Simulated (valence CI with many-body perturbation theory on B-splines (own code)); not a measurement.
Values are calculated unless marked as measured or tabulated.
Sensitivity of CI+MBPT for Pb49+

Level of theory: configuration interaction combined with many-body perturbation theory (CI+MBPT): five valence electrons over a frozen Dirac-Fock core [Ar] 3d10, radial functions for each j: 6 s, 6 p, 5 d, 3 f, 1 g, with the one-electron correlation potential Σ1 (screened to all orders), the two-electron term Σ2, the three-electron term Σ3, Breit, model QED; selected single and double excitations, second order for the rest, scaled by the run's own slope (own B-spline code, finite nucleus).

No measured spectrum was set against this ion. As an estimate, large intervals hold to a few tenths of a per cent, small ones and those within an open d or f shell to about a per cent. Among the levels kept, up to 380 cm⁻¹ of a level comes from second order outside the variational space, and about a tenth of that is noise between levels of different J, which matters for small intervals.

The reference run has the lowest level (4s^2 4p1/2^2 4p3/2) J=3/2 and an ionisation energy of 2736.53 eV. Its largest variational space holds 10000 state functions.

Levels are named by their leading jj configuration (3d3/2^4 stands for four electrons in 3d with j = 3/2), which in mixed levels can hold well under half, so a name can repeat and another be missing. Letters in brackets count levels of one name in rising energy.

Changed runs:
A. selection threshold (hartree) 2e-08 → 1e-06
B. correlating orbitals by l 3 3 3 2 1 → 6 3 2 0 0; natural orbitals for correlation on → off
C. correlating orbitals by l 3 3 3 2 1 → 4 4 0 0 0; scale of Σ1 1 → 0
D. highest l in the core sums 6 → 1 (bad on purpose)

Excitation energies of the reference run in cm⁻¹, and shifts in cm⁻¹:

| Level | Reference | A | B | C | D |
| --- | --- | --- | --- | --- | --- |
| (4s^2 4p1/2 4p3/2^2) J=3/2 | 1277490 | -0.9 | -451 | -3066 | -3609 |
| (4s^2 4p1/2 4p3/2^2) J=5/2 | 1328360 | -1.1 | +139 | -2454 | -3079 |
| (4s^2 4p1/2 4p3/2^2) J=1/2 | 1392930 | 0 | +482 | -2119 | -2455 |
| (4s^2 4p1/2^2 4d3/2) J=3/2 | 1475360 | +0.1 | +673 | +3356 | +3646 |
| (4s^2 4p1/2^2 4d5/2) J=5/2 | 1817340 | +0.3 | +803 | +2342 | +5205 |
| (4s 4p1/2^2 4p3/2^2) J=5/2 | 2246190 | -0.1 | -345 | -1731 | -1835 |
| (4s 4p1/2^2 4p3/2^2) J=1/2 | 2384250 | -1.1 | +275 | -1148 | +196 |
| (4s 4p1/2^2 4p3/2^2) J=3/2 | 2400270 | -0.7 | +233 | -1133 | +2495 |
| (4s^2 4p3/2^3) J=3/2 | 2679740 | -0.6 | +104 | -5103 | -6174 |
| (4s^2 4p1/2 4p3/2 4d3/2) J=5/2 [a] | 2744760 | 0 | +126 | +194 | -26 |
| (4s^2 4p1/2 4p3/2 4d3/2) J=3/2 [a] | 2750570 | -0.2 | -59 | -27 | +537 |
| (4s^2 4p1/2 4p3/2 4d3/2) J=1/2 [a] | 2751820 | -0.7 | -164 | -107 | +310 |
| Ionisation energy (eV) | 2736.53 | +0.00013 | -0.26 | -1.82 | -1.51 |
